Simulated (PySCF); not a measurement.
PySCF 2.14 output of an unrestricted r2SCAN calculation on a single atom or ion in dyall-av3z, with the spin-free X2C one-electron Hamiltonian (Gaussian nucleus):

```
SCF conv_tol = 1e-09
number electrons alpha = 10  beta = 6
    J. W. Furness, A. D. Kaplan, J. Ning, J. P. Perdew, and J. Sun.,  J. Phys. Chem. Lett. 11, 8208-8215 (2020)
    J. W. Furness, A. D. Kaplan, J. Ning, J. P. Perdew, and J. Sun.,  J. Phys. Chem. Lett. 11, 9248-9248 (2020)
    J. W. Furness, A. D. Kaplan, J. Ning, J. P. Perdew, and J. Sun.,  J. Phys. Chem. Lett. 11, 8208-8215 (2020)
    J. W. Furness, A. D. Kaplan, J. Ning, J. P. Perdew, and J. Sun.,  J. Phys. Chem. Lett. 11, 9248-9248 (2020)
cycle= 1 E= -398.498143119339  delta_E= -0.00865  |g|= 0.0156  |ddm|= 0.105
cycle= 2 E= -398.4982632322  delta_E= -0.00012  |g|= 0.00676  |ddm|= 0.0244
cycle= 3 E= -398.498284211656  delta_E= -2.1e-05  |g|= 0.00239  |ddm|= 0.00797
cycle= 4 E= -398.498286319828  delta_E= -2.11e-06  |g|= 0.000292  |ddm|= 0.00203
cycle= 5 E= -398.498286402289  delta_E= -8.25e-08  |g|= 6.58e-05  |ddm|= 0.000549
cycle= 6 E= -398.498286406991  delta_E= -4.7e-09  |g|= 7.04e-06  |ddm|= 0.000103
cycle= 7 E= -398.498286407055  delta_E= -6.37e-11  |g|= 5.6e-07  |ddm|= 1.73e-05
converged SCF energy = -398.498286407055  <S^2> = 6.0085463  2S+1 = 5.0034174
```

The run itself started from symmetry-adapted Hartree-Fock orbitals and held the occupation by maximum overlap, on a logarithmic radial grid, so the iterations belong to that start.

**Question.** Which element, charge and spin multiplicity is this?

**Answer.** S (sulfur, neutral), multiplicity 5; the state was [Ne] 3s1 3p4 3d1, one real determinant (an excited configuration).

⟨L²⟩ = 8.02 against 12 for a pure F term, so this real determinant mixes terms. The outer electron is Rydberg-like, and this basis confines it to a smaller radius and binds it less than a complete one would. At r2SCAN the highest occupied level has a positive energy, so only the finite basis holds that electron; for this excited configuration the basis is too tight for the outer shell.
